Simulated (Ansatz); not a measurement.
## Molecular dynamics of Si

Input file:

```yaml
crystal:
  lattice:
    - [0.0, 5.43, 5.43]
    - [5.43, 0.0, 5.43]
    - [5.43, 5.43, 0.0]
  atoms:
    - { symbol: Si, position: [0.20498534, -0.06420814, -0.15340911] }
    - { symbol: Si, position: [0.11202354, 0.09978704, 0.09686854] }
    - { symbol: Si, position: [-0.03964735, -0.00252034, 0.45989766] }
    - { symbol: Si, position: [0.09476076, 0.16489531, 0.52158026] }
    - { symbol: Si, position: [-0.00647291, 0.4817402, 0.01756862] }
    - { symbol: Si, position: [0.05839213, 0.65756725, 0.13894865] }
    - { symbol: Si, position: [-0.04591627, 0.58724353, 0.48926631] }
    - { symbol: Si, position: [0.12027236, 0.64955245, 0.63434328] }
    - { symbol: Si, position: [0.47635291, 0.01848127, -0.03360965] }
    - { symbol: Si, position: [0.68046589, 0.11210726, 0.08116525] }
    - { symbol: Si, position: [0.47274411, 0.07851943, 0.43543101] }
    - { symbol: Si, position: [0.59099632, 0.14624889, 0.59972983] }
    - { symbol: Si, position: [0.4452515, 0.51047952, -0.01398553] }
    - { symbol: Si, position: [0.57314198, 0.61983098, 0.1259179] }
    - { symbol: Si, position: [0.51952393, 0.541027, 0.46544736] }
    - { symbol: Si, position: [0.59068586, 0.7144777, 0.6146711] }
    - { symbol: Si, position: [0.93811559, 0.27440929, 0.82271088] }
basis:
  ecutwfc: 420.0
kpoints:
  mp_grid: { grid: [2, 2, 2] }
hamiltonian:
  xc: pbe
  pseudopotentials: { kind: paw, azcp: { folder: soft_1 } }
scf:
  occupations: { method: fermi_dirac, width: 0.02 }
  lower_state_search: "off"
md:
  timestep: 2
  n_steps: 280
  ensemble: nve
  temperature: 1680.0
  initial_velocities: maxwell_boltzmann
  seed: 526747
```

Run as:

```bash
$ ansatz run input.yaml --threads 1 --pin off --max-ram 3072MiB --backend cpu --events-out ev --progress --plain --runs-dir out
```

It goes on from the last frame of an earlier run, with new velocities.

Output, in part (step lines):

```
md step     0: t =     0.00 fs  T =  1680.0 K  F+E_penalty+E_count = -10801.76920354 eV  E_kin = 3.474509 eV  conserved = -10798.29469477 eV  (10 SCF iters)
md step     1: t =     2.00 fs  T =  1639.5 K  F+E_penalty+E_count = -10801.68470465 eV  E_kin = 3.390710 eV  conserved = -10798.29399514 eV  (7 SCF iters)
md step     2: t =     4.00 fs  T =  1577.4 K  F+E_penalty+E_count = -10801.55484857 eV  E_kin = 3.262243 eV  conserved = -10798.29260517 eV  (7 SCF iters)
md step     3: t =     6.00 fs  T =  1504.7 K  F+E_penalty+E_count = -10801.40269462 eV  E_kin = 3.111891 eV  conserved = -10798.29080350 eV  (7 SCF iters)
md step     4: t =     8.00 fs  T =  1435.3 K  F+E_penalty+E_count = -10801.25754876 eV  E_kin = 2.968519 eV  conserved = -10798.28903000 eV  (7 SCF iters)
md step     5: t =    10.00 fs  T =  1383.0 K  F+E_penalty+E_count = -10801.14798616 eV  E_kin = 2.860169 eV  conserved = -10798.28781741 eV  (5 SCF iters)
md step     6: t =    12.00 fs  T =  1356.8 K  F+E_penalty+E_count = -10801.09370267 eV  E_kin = 2.806103 eV  conserved = -10798.28759974 eV  (4 SCF iters)
md step     7: t =    14.00 fs  T =  1359.1 K  F+E_penalty+E_count = -10801.09922435 eV  E_kin = 2.810784 eV  conserved = -10798.28844039 eV  (4 SCF iters)
[... lines left out ...]
md step   280: t =   560.00 fs  T =  1024.0 K  F+E_penalty+E_count = -10800.40674849 eV  E_kin = 2.117881 eV  conserved = -10798.28886779 eV  (7 SCF iters)
```

The steps, from the saved trajectory:

```json
{"time (fs)": "0", "T (K)": "1680", "potential energy less start (eV)": "0.000", "conserved less start (meV/atom)": "0.00"}
{"time (fs)": "18", "T (K)": "1422", "potential energy less start (eV)": "0.536", "conserved less start (meV/atom)": "0.19"}
{"time (fs)": "36", "T (K)": "1780", "potential energy less start (eV)": "-0.206", "conserved less start (meV/atom)": "0.05"}
{"time (fs)": "54", "T (K)": "1403", "potential energy less start (eV)": "0.580", "conserved less start (meV/atom)": "0.43"}
{"time (fs)": "72", "T (K)": "1591", "potential energy less start (eV)": "0.184", "conserved less start (meV/atom)": "0.04"}
{"time (fs)": "90", "T (K)": "1050", "potential energy less start (eV)": "1.310", "conserved less start (meV/atom)": "0.36"}
{"time (fs)": "108", "T (K)": "1361", "potential energy less start (eV)": "0.662", "conserved less start (meV/atom)": "0.12"}
{"time (fs)": "126", "T (K)": "1194", "potential energy less start (eV)": "1.009", "conserved less start (meV/atom)": "0.27"}
{"time (fs)": "144", "T (K)": "1501", "potential energy less start (eV)": "0.369", "conserved less start (meV/atom)": "-0.04"}
{"time (fs)": "162", "T (K)": "1248", "potential energy less start (eV)": "0.897", "conserved less start (meV/atom)": "0.24"}
{"time (fs)": "180", "T (K)": "1511", "potential energy less start (eV)": "0.351", "conserved less start (meV/atom)": "0.06"}
{"time (fs)": "198", "T (K)": "1307", "potential energy less start (eV)": "0.777", "conserved less start (meV/atom)": "0.37"}
{"time (fs)": "216", "T (K)": "1264", "potential energy less start (eV)": "0.866", "conserved less start (meV/atom)": "0.37"}
{"time (fs)": "234", "T (K)": "1334", "potential energy less start (eV)": "0.720", "conserved less start (meV/atom)": "0.24"}
{"time (fs)": "252", "T (K)": "1291", "potential energy less start (eV)": "0.809", "conserved less start (meV/atom)": "0.31"}
{"time (fs)": "270", "T (K)": "1217", "potential energy less start (eV)": "0.961", "conserved less start (meV/atom)": "0.17"}
{"time (fs)": "288", "T (K)": "1325", "potential energy less start (eV)": "0.741", "conserved less start (meV/atom)": "0.32"}
{"time (fs)": "306", "T (K)": "1559", "potential energy less start (eV)": "0.252", "conserved less start (meV/atom)": "0.07"}
{"time (fs)": "324", "T (K)": "1001", "potential energy less start (eV)": "1.408", "conserved less start (meV/atom)": "0.16"}
{"time (fs)": "342", "T (K)": "1232", "potential energy less start (eV)": "0.932", "conserved less start (meV/atom)": "0.28"}
{"time (fs)": "360", "T (K)": "1514", "potential energy less start (eV)": "0.348", "conserved less start (meV/atom)": "0.27"}
{"time (fs)": "378", "T (K)": "1370", "potential energy less start (eV)": "0.645", "conserved less start (meV/atom)": "0.18"}
{"time (fs)": "396", "T (K)": "1081", "potential energy less start (eV)": "1.245", "conserved less start (meV/atom)": "0.40"}
{"time (fs)": "414", "T (K)": "1353", "potential energy less start (eV)": "0.681", "conserved less start (meV/atom)": "0.27"}
{"time (fs)": "432", "T (K)": "1378", "potential energy less start (eV)": "0.629", "conserved less start (meV/atom)": "0.24"}
{"time (fs)": "450", "T (K)": "1210", "potential energy less start (eV)": "0.979", "conserved less start (meV/atom)": "0.43"}
{"time (fs)": "468", "T (K)": "1313", "potential energy less start (eV)": "0.761", "conserved less start (meV/atom)": "0.09"}
{"time (fs)": "486", "T (K)": "1250", "potential energy less start (eV)": "0.893", "conserved less start (meV/atom)": "0.21"}
{"time (fs)": "504", "T (K)": "1236", "potential energy less start (eV)": "0.927", "conserved less start (meV/atom)": "0.45"}
{"time (fs)": "522", "T (K)": "1348", "potential energy less start (eV)": "0.689", "conserved less start (meV/atom)": "0.11"}
{"time (fs)": "540", "T (K)": "1089", "potential energy less start (eV)": "1.226", "conserved less start (meV/atom)": "0.25"}
{"time (fs)": "558", "T (K)": "1036", "potential energy less start (eV)": "1.337", "conserved less start (meV/atom)": "0.34"}
```

The run went to its last step. The conserved energy stayed within 0.57 meV per atom of its start (net change 0.34 meV per atom), so the integration is sound. A run of 0.56 ps of so small a system gives no equilibrium averages. Limits of this set-up: coarse k mesh, a small cell, in which the defect meets its images.

Mean squared displacements from the first frame to the last, about the centre of mass: Si 0.89 Å².

Last frame:

```xyz
17
Lattice="0.0000 5.4300 5.4300 5.4300 0.0000 5.4300 5.4300 5.4300 0.0000" Properties=species:S:1:pos:R:3
Si -1.284 0.963 0.211
Si 1.427 0.903 1.284
Si 2.954 2.337 0.340
Si 4.074 3.645 1.918
Si 2.918 -0.896 2.466
Si 2.882 1.790 3.531
Si 6.116 2.361 2.417
Si 7.113 3.516 4.046
Si 0.429 2.253 3.143
Si -0.061 5.344 3.652
Si 2.523 4.403 3.608
Si 4.364 6.437 4.428
Si 1.617 2.747 5.695
Si 4.913 3.297 6.803
Si 5.901 5.127 5.405
Si 7.553 6.054 6.956
Si 5.705 9.929 5.864
```

Time of the run: 19 min on 1 thread of Arm Neoverse V2, on a shared host, peak memory 0.61 GiB.
